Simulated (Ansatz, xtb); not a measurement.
C5H3ClOSe: which of two isomers lies lower

Structure X: `O=Cc1[se]ccc1Cl`, a singlet. Structure Y: `O=c1cc[se]c(Cl)c1`, a singlet. Both are isolated molecules in the gas phase, relaxed with B3LYP-D3(BJ)/def2-SVP, each in the lowest conformer that the search found.

Energies in hartree; the thermal terms are from GFN2-xTB frequencies at re-optimised GFN2-xTB minima (ideal gas, soft modes damped towards free rotors, one conformer each, 298.15 K, 1 atm) and include the zero-point energy:

|  | X | Y |
| --- | --- | --- |
| E, CCSD(T)/def2-SVP | −3125.881099 | −3125.868286 |
| E, MP2/def2-SVP | −3125.803815 | −3125.785233 |
| E, MP2/def2-TZVPP | −3126.840686 | −3126.824331 |
| zero-point energy | 0.062754 | 0.063069 |
| H(298 K) − E | 0.071559 | 0.071730 |
| G(298 K) − E | 0.028732 | 0.029238 |

Problem. Correct the CCSD(T) difference for the basis set by the MP2 change, then work out ΔE, ΔE₀, ΔH and ΔG for X → Y in kcal/mol (1 Eh = 627.51 kcal/mol) and the equilibrium ratio [Y]/[X].

Solution. 1. Differences Y − X: CCSD(T) +0.012813, MP2 in the small set +0.018582, MP2 in the large set +0.016355 Eh.
2. ΔE = +0.012813 + (+0.016355 − (+0.018582)) = +0.010586 Eh = +6.64 kcal/mol.
3. ΔE₀ = ΔE + ΔZPE = +0.010586 + (+0.000315) Eh = +6.84 kcal/mol.
4. ΔH = ΔE + (+0.000171) Eh = +6.75 kcal/mol.
5. ΔG = ΔE + (+0.000506) Eh = +6.96 kcal/mol, so ΔS = (ΔH − ΔG)/T = −2.9 J/(mol K).
6. kT = 0.9442 mEh, so K = [Y]/[X] = exp(−ΔG/kT) = exp(−11.75) ≈ 7.9 × 10^−6.

Structure X is favoured at this temperature. An error of 1 kcal/mol in ΔG would change K by a factor of 5.4. Mirror images and further conformers aren't counted.

As drawn, Y has 1 C–C, 2 C=C, 2 C–Se in place of 2 C∷Se, 3 C∷C (∷ is an aromatic bond). Structure X has a 5-membered ring (with an aromatic ring), Y a 6-membered ring.

Other levels gave ΔE = +7.1 (GFN2-xTB); +6.0 (HF/STO-3G, GFN2-xTB geometries); +5.6 (r2SCAN-D4/def2-SVP, GFN2-xTB geometries); +5.3 (B3LYP-D3(BJ)/def2-SVP); +5.2 (HF/def2-SVP); +11.7 (MP2/def2-SVP); +8.0 (CCSD(T)/def2-SVP) kcal/mol. The correlated steps freeze 20 core orbitals; the filled d shell of Se is correlated, in a basis made for valence electrons. Programs: Ansatz 0.2.0, xtb 6.7.1.
